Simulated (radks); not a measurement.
Valence configurations of Ce (all share [Xe]). Method: scalar-relativistic Kohn-Sham, SCAN, spin-polarised, spherical densities, finite nucleus; open shells are filled with parallel spins first (spin-orbit coupling, left out, can overturn this in heavy ions); meta-GGA in the generalised Kohn-Sham scheme; Fermi nuclear charge, rms radius 4.8771 fm; computed with a radial shooting solver on a logarithmic mesh with Libxc functionals. Energies are relative to 4f1 5d1 6s2; eigenvalues in eV for spin up.

valence              E (eV)  moment (Bohr magnetons)   e(4f)   e(5d)   e(6p)   e(6s)
4f1 5d1 6s2           0.000                        2  -5.476  -3.458       -  -4.011
4f1 5d1 6s1 6p1       1.413                        4  -6.346  -4.270  -2.162  -5.001
5d1 6s2 6p1           7.887                        2       -  -6.644  -2.519  -5.698
4f1 6s2 6p1           2.338                        2  -8.445       -  -2.448  -5.266
4f1 5d1 6p2           4.183                        4  -7.387  -4.969  -2.611       -
4f0.5 5d1 6s2 6p0.5   2.963                        2  -9.760  -5.037  -1.981  -4.830
4f1 5d2 6s1          -0.348                        4  -3.570  -2.549       -  -3.904
5d2 6s2               4.180                        2       -  -4.685       -  -4.513

NIST lists [Xe] 4f1 5d1 6s2 as the ground configuration; this level of theory puts 4f1 5d2 6s1 lower, by 0.348 eV. The energies are those of spherical high-spin densities, not of single terms. No valid solution was reached for [Xe] 4f2 6s2; [Xe] 4f2 5d1 6s1.
